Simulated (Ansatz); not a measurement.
Consider the homolysis of the B–N bond: `CN(C)BS` → `[BH]S`• + `C[N]C`•.

Gas-phase electronic energies from Ansatz, PBE0-D4/def2-TZVP geometries. CBS: MP2 limit from def2 TZ/QZ plus the TZ coupled-cluster correction, frozen cores. This one scheme is used for every species. DFT in def2-TZVPP. Open shells (•) are unrestricted, without spin–orbit coupling. Each species was taken in one conformer, which may not be the lowest.

Problem. What is ΔE at CCSD(T)/CBS? (Best estimate.)

Solution. Computed: +5.56 eV.

Problem. What do these levels give: revPBE-D4, BLYP-D4, r2SCAN-D4, r2SCANh-D4, PBE-QIDH, PBE, BLYP, r2SCAN, CAM-B3LYP, HF/def2-TZVPP, MP2/def2-TZVPP, SCS-MP2/def2-TZVPP? (Best estimate.)

Solution. Computed: revPBE-D4 5.21, BLYP-D4 5.21, r2SCAN-D4 5.11, r2SCANh-D4 5.12, PBE-QIDH 5.49, PBE 5.23, BLYP 4.98, r2SCAN 5.08, CAM-B3LYP 5.30, HF/def2-TZVPP 4.06, MP2/def2-TZVPP 5.80, SCS-MP2/def2-TZVPP 5.68 eV.

Largest T1 diagnostic among the species: 0.018.

In def2-TZVPP, CCSD(T) changes the Hartree–Fock value by +1.40 eV (the triples alone add +0.12 eV) and MP2 by +1.74 eV; breaking electron pairs costs correlation energy, which Hartree–Fock lacks. The D4 term adds +0.18 eV with B3LYP and +0.10 eV with PBE0; it sums over pairs of atoms, weighted by their polarisabilities, and B3LYP, whose exchange is more repulsive, gets the larger term. At CCSD(T), def2-SVP lies −0.07 eV from the extrapolated value and def2-TZVPP −0.10 eV.

B3LYP here is the variant with VWN-RPA as its local correlation; programs differ in this.
